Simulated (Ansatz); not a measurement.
Al4⁻. The state is a doublet with charge -1. Geometry PBE-D4/def2-TZVPD.

Cartesian coordinates in Å:
```
Al -0.1035 -1.5681 -0.3224
Al 0.1035 1.5681 0.3224
Al 1.9916 -0.1646 0.1585
Al -1.9916 0.1646 -0.1585
```

At HF/def2-TZVPD the charge -1 doublet is spin-contaminated (final ⟨S²⟩ up to 2.13, 0.75 for a pure state). The structure comes from a short search, and lower isomers may exist.

Q: Estimate the α-spin orbital energies around the gap (eV) in Ansatz with HF/def2-TZVPD, PBE-D4/def2-TZVPD, r2SCAN-D4/def2-TZVPD, PBE0-D4/def2-SVPD, PBE0-D4/def2-TZVPD.

A: 
| orbital | HF/def2-TZVPD | PBE-D4/def2-TZVPD | r2SCAN-D4/def2-TZVPD | PBE0-D4/def2-SVPD | PBE0-D4/def2-TZVPD |
| --- | --- | --- | --- | --- | --- |
| HOMO−13 | -82.93 | -64.50 | -66.34 | -69.45 | -69.33 |
| HOMO−12 | -82.79 | -64.49 | -66.33 | -69.44 | -69.33 |
| HOMO−11 | -82.73 | -64.49 | -66.32 | -69.44 | -69.33 |
| HOMO−10 | -82.62 | -64.44 | -66.32 | -69.42 | -69.29 |
| HOMO−9 | -82.57 | -64.44 | -66.31 | -69.42 | -69.28 |
| HOMO−8 | -82.54 | -64.41 | -66.24 | -69.36 | -69.26 |
| HOMO−7 | -82.52 | -64.40 | -66.24 | -69.36 | -69.25 |
| HOMO−6 | -11.48 | -6.31 | -6.80 | -7.84 | -7.84 |
| HOMO−5 | -7.41 | -3.85 | -4.11 | -4.96 | -4.98 |
| HOMO−4 | -7.34 | -3.45 | -3.75 | -4.58 | -4.59 |
| HOMO−3 | -3.52 | -1.26 | -1.37 | -1.86 | -1.91 |
| HOMO−2 | -3.05 | -0.48 | -0.77 | -1.15 | -1.16 |
| HOMO−1 | -2.05 | -0.30 | -0.44 | -0.85 | -0.86 |
| HOMO | -1.96 | -0.15 | -0.29 | -0.85 | -0.82 |
| LUMO | 3.95 | 1.01 | 1.04 | 1.49 | 1.48 |
| LUMO+1 | 3.96 | 1.49 | 1.55 | 2.09 | 2.04 |
| LUMO+2 | 4.25 | 1.73 | 1.78 | 2.30 | 2.27 |
| LUMO+3 | 4.32 | 1.81 | 1.84 | 2.30 | 2.27 |
| LUMO+4 | 4.56 | 2.76 | 3.22 | 3.50 | 3.18 |
| LUMO+5 | 4.75 | 2.96 | 3.40 | 3.70 | 3.37 |
| β HOMO | -2.05 | -0.08 | -0.26 | -0.78 | -0.78 |
| β LUMO | 3.53 | 0.26 | 0.51 | 0.88 | 0.90 |
